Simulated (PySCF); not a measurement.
C2H6N2Si, SMILES C#C[SiH](N)N.

The structure is a stationary point at r2SCAN-D4/def2-SVP. The structure was generated by enumeration, and PubChem lists no compound with its InChIKey, so it may never have been made. One conformer was computed; it need not be the lowest.

Method: TDDFT-PBE/def2-SVPD run with PySCF.

Vertical excitations. The molecule is in vacuum.

Computed excitation energies, oscillator strengths and character:
```
state  energy (eV)  λ (nm)      f                                                              main pairs
-----  -----------  ------  -----  ----------------------------------------------------------------------
S1            5.32     233  0.010                      HOMO→LUMO 63 %, HOMO→LUMO+1 26 %, HOMO−1→LUMO 10 %
S2            5.36     231  0.017                                        HOMO→LUMO+1 71 %, HOMO→LUMO 27 %
S3            5.43     228  0.003                                                      HOMO−1→LUMO+1 97 %
S4            5.55     224  0.053                                                        HOMO−1→LUMO 84 %
S5            5.99     207  0.000                                                        HOMO−2→LUMO 94 %
S6            6.23     199  0.011                  HOMO−2→LUMO+1 38 %, HOMO−3→LUMO 38 %, HOMO→LUMO+2 22 %
S7            6.24     199  0.021                                    HOMO→LUMO+2 75 %, HOMO−2→LUMO+1 13 %
S8            6.31     197  0.012                                  HOMO−3→LUMO+1 65 %, HOMO−1→LUMO+2 29 %
S9            6.35     195  0.012                                  HOMO−1→LUMO+2 70 %, HOMO−3→LUMO+1 27 %
S10           6.84     181  0.046                                    HOMO−2→LUMO+2 68 %, HOMO−3→LUMO 14 %
T1            4.80     258      0  HOMO→LUMO 27 %, HOMO−1→LUMO 26 %, HOMO−3→LUMO 23 %, HOMO−2→LUMO+1 17 %
T2            5.12     242      0   HOMO→LUMO 39 %, HOMO→LUMO+1 31 %, HOMO−2→LUMO+1 11 %, HOMO−2→LUMO 6 %
T3            5.13     242      0                     HOMO→LUMO+1 43 %, HOMO→LUMO 29 %, HOMO−2→LUMO+1 7 %
T4            5.18     239      0                                    HOMO−1→LUMO 52 %, HOMO−2→LUMO+1 40 %
```
Triplets are in the Tamm–Dancoff approximation, which puts them higher than full response would, so one can lie above its singlet here.
